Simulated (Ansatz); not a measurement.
Calculation: frozen-core CCSD(T)/def2-TZVPD // CAM-B3LYP-D3(BJ)/def2-TZVPD run with Ansatz (a first-principles code).

Ansatz 0.2 input:
```yaml
crystal:
  periodic: [false, false, false]
  atoms:
    - { symbol: O, position_ang: [1.443823, -0.780616, -0.203779] }
    - { symbol: Si, position_ang: [0.114562, -0.013985, -0.007622] }
    - { symbol: F, position_ang: [-1.264936, -0.910461, -0.105646] }
    - { symbol: H, position_ang: [-0.199474, 1.062538, -1.019703] }
    - { symbol: H, position_ang: [-0.093973, 0.642523, 1.33675] }
basis:
  gaussian: { orbitals: def2-TZVPD }
correlation:
  method: ccsd_t
total_charge: -1
```

Output:

```
Functional definition: HF
916 factors; integrals over basis functions are off by at most 1.1e-3 eV
mean field evaluation 1: about -12640.4870 eV, gradient 3.1e1 eV
mean field evaluation 2: about -12640.5875 eV, gradient 3.1e1 eV
mean field evaluation 4: about -12642.7148 eV, gradient 3.1e0 eV
mean field evaluation 8: about -12642.7486 eV, gradient 2.3e-1 eV
mean field evaluation 16: about -12640.4864 eV, gradient 3.1e1 eV
mean field -12642.74878780 eV, -464.6124483889 hartree, gradient 3.2e-6 eV, S^2 0.000000; 0 other end points of the search recorded, 0 dependent functions left out
7 core orbitals not correlated
reference -12642.74878780 eV, -464.6124483889 hartree; 10, 10 occupied and 124, 124 virtual orbitals, 916 factors
second order -17.17072810 eV of doubles, -0.00000000 eV of singles
cycle   1  -16.89545360 eV  change    2.8e-1 eV  update   1.1e-1
cycle   2  -17.32436920 eV  change   -4.3e-1 eV  update   3.7e-2
cycle   3  -17.45037019 eV  change   -1.3e-1 eV  update   1.8e-2
cycle   4  -17.43962426 eV  change    1.1e-2 eV  update   5.0e-3
cycle   5  -17.43451021 eV  change    5.1e-3 eV  update   2.4e-3
cycle   6  -17.43595100 eV  change   -1.4e-3 eV  update   9.1e-4
cycle   7  -17.43618179 eV  change   -2.3e-4 eV  update   3.5e-4
cycle   8  -17.43596291 eV  change    2.2e-4 eV  update   1.5e-4
cycle   9  -17.43593026 eV  change    3.3e-5 eV  update   4.7e-5
cycle  10  -17.43598809 eV  change   -5.8e-5 eV  update   1.9e-5
cycle  11  -17.43595628 eV  change    3.2e-5 eV  update   8.5e-6
cycle  12  -17.43595510 eV  change    1.2e-6 eV  update   3.2e-6
perturbative correction -0.61722743 eV, -0.0226826898 hartree
Total energy: -12660.80197034 eV, -465.2758906102 hartree
```

Cost: very roughly 14 core-seconds.
